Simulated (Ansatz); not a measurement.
C₃H₇FOSi (`CC(C)O[Si]F`), one more setting.

```yaml
crystal:
  periodic: [false, false, false]
  atoms:
    - {symbol: C, position_ang: [-0.364859, -1.106335, 0.893323]}
    - {symbol: C, position_ang: [-0.065925, 0.032063, 0.120296]}
    - {symbol: C, position_ang: [0.440179, -0.357655, -1.388881]}
    - {symbol: O, position_ang: [-1.091715, 1.050114, 0.087937]}
    - {symbol: Si, position_ang: [-0.947589, 2.630175, 0.548585]}
    - {symbol: F, position_ang: [0.489931, 2.829073, 1.134813]}
    - {symbol: H, position_ang: [-1.260803, -1.585100, 0.431489]}
    - {symbol: H, position_ang: [0.333512, -1.881563, 0.890667]}
    - {symbol: H, position_ang: [-0.641024, -0.646382, 1.971602]}
    - {symbol: H, position_ang: [0.993635, 0.500210, 0.392846]}
    - {symbol: H, position_ang: [1.333145, -1.117555, -1.267567]}
    - {symbol: H, position_ang: [-0.279126, -0.762311, -1.812747]}
    - {symbol: H, position_ang: [0.849941, 0.535607, -1.952989]}
basis:
  gaussian: {orbitals: def2-SVP}
total_charge: -1
magnetization: {spin_polarized: true, initial_magnetization: 1}
hamiltonian: {xc: {name: SPW92}}
scf: {lower_state_search: off}
output: {forces: true}
```

```sh
$ ansatz run in.yaml --threads 4 --pin off --events-out ev --progress --plain --max-ram 11315MiB
```

Shortened log:

```
Functional definition: SPW92
1367 factors; their error is unknown
mean field evaluation 1: about -15756.1152 eV, gradient 3.9e1 eV
mean field evaluation 2: about -15745.8480 eV, gradient 5.8e1 eV
mean field evaluation 4: about -15763.2240 eV, gradient 7.7e0 eV
mean field evaluation 8: about -15763.6073 eV, gradient 3.1e-1 eV
mean field evaluation 16: about -15763.5231 eV, gradient 4.7e-4 eV
mean field -15763.52308860 eV, -579.2987886063 hartree, gradient 4.9e-6 eV, S^2 0.751480; 0 other end points of the search recorded, 0 dependent functions left out
reference -15763.52312185 eV, -579.2987898282 hartree; 29, 28 occupied and 94, 95 virtual orbitals, 1367 factors
Total energy: -15763.52312185 eV, -579.2987898282 hartree
Atom 0 at    -0.364859    -1.106335     0.893323 Å, force    -3.753309     0.645007     3.018793 eV/Å
Atom 1 at    -0.065925     0.032063     0.120296 Å, force     3.252864     4.802020    -4.128198 eV/Å
Atom 2 at     0.440179    -0.357655    -1.388881 Å, force     8.043605     3.827678     6.081506 eV/Å
Atom 3 at    -1.091715     1.050114     0.087937 Å, force     1.767654    -5.035551    -0.543088 eV/Å
Atom 4 at    -0.947589     2.630175     0.548585 Å, force    -4.476173     2.820722    -0.926121 eV/Å
Atom 5 at     0.489931     2.829073     1.134813 Å, force     4.297382    -0.022285     1.568755 eV/Å
Atom 6 at    -1.260803    -1.585100     0.431489 Å, force    -0.431285     0.045464     0.381094 eV/Å
Atom 7 at     0.333512    -1.881563     0.890667 Å, force     2.160474    -1.559349     0.338329 eV/Å
Atom 8 at    -0.641024    -0.646382     1.971602 Å, force     0.397883    -1.396972    -1.657191 eV/Å
Atom 9 at     0.993635     0.500210     0.392846 Å, force    -1.713408    -0.252299     0.632465 eV/Å
Atom 10 at     1.333145    -1.117555    -1.267567 Å, force    -1.321426     0.986211    -0.231243 eV/Å
Atom 11 at    -0.279126    -0.762311    -1.812747 Å, force    -7.696068    -4.417918    -5.051532 eV/Å
Atom 12 at     0.849941     0.535607    -1.952989 Å, force    -0.528193    -0.442727     0.516430 eV/Å
Dipole moment:     0.617427    -1.331897    -0.186122 e Å
Checks for a lower state left out: stability, starts, cluster_reference, orbital_swaps, neighbouring_geometries, increment
```

It took 2 s on 4 threads of an Intel Xeon on a shared host, with 0.16 GiB of host memory at the peak.
